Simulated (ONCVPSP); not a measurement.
# krypton (Kr), ONCV: configuration errors across variants

```json
{
 "Element": "Kr (Z = 36)",
 "Generator": "ONCVPSP 4.0.1",
 "Type": "optimised norm-conserving Vanderbilt (ONCV)",
 "Functional": "PBE",
 "Relativity": "scalar-relativistic",
 "Frozen core": "[Ne] 3s2",
 "Valence charge": "24",
 "Reference configuration": "3p6 3d10 4s2 4p6",
 "Partial waves": "4s: rc 1.15 bohr, ncon 4, nbas 9, qcut 5.7 1/bohr, 2 projectors, debl 1.3 Ha; 3p+4p: rc 1.10 bohr, ncon 4, nbas 7, qcut 14.2 1/bohr, 2 projectors; 3d: rc 0.60 bohr, ncon 4, nbas 8, qcut 28.9 1/bohr, 3 projectors, debl 2.4 Ha",
 "Local potential": "polynomial inside 0.55 bohr (lpopt 2, dvloc0 0 Ha)",
 "Core correction": "Teter function, fcfact 2.25, rcfact 1.25"
}
```

In the d channel the program set the typed energies aside and used -2.991, 0.250, 2.650 Ha.

All-electron excitation energies from the reference (eV): (1) 3p6 3d10 4s2 4p5 14.289; (2) 3p6 3d10 4s2 4p4 39.464; (3) 3p6 3d10 4s2 4p3 76.539; (4) 3p6 3d10 4s2 4p2 126.349.

3 further variants failed, have other tests or too few solved ones, and are left out.

A true bound ghost makes a file unfit for plane-wave use even where its test errors are small: the radial tests pick states by their node count and pass the ghost by.

Errors AE − PS in meV (a dash: test not solved or not reliable):

```csv
change,(1),(2),(3),(4),bound ghosts,GHOST(+) flags above zero
base,-2.7,-9.0,-20,-38,s,s
"local potential polynomial inside 0.50 bohr (lpopt 5, dvloc0 6 Ha)",-2.8,-9.2,-21,-38,s,s
d: qcut 38.2,-2.7,-9.0,-21,-39,"s, d",s
d: rc 0.64,-2.7,-9.0,-20,-39,s,s
"d: ncon 5, nbas 9",-2.7,-8.9,-20,-38,s,s
p: nbas 8,-2.7,-9.0,-20,-38,s,s
"d: rc 0.48; local potential polynomial inside 0.48 bohr (lpopt 2, dvloc0 0 Ha)",-2.8,-9.0,-20,-38,s,d
"core correction Teter function, fcfact 4.25, rcfact 1.15",-2.7,-9.0,-20,-38,s,s
```

(1) Give the same row for: local potential polynomial inside 0.55 bohr (lpopt 2, dvloc0 5.5 Ha).

## Answers

(1) -2.7, -8.8, -20, -38; bound ghosts: s; GHOST(+) flags above zero: s.
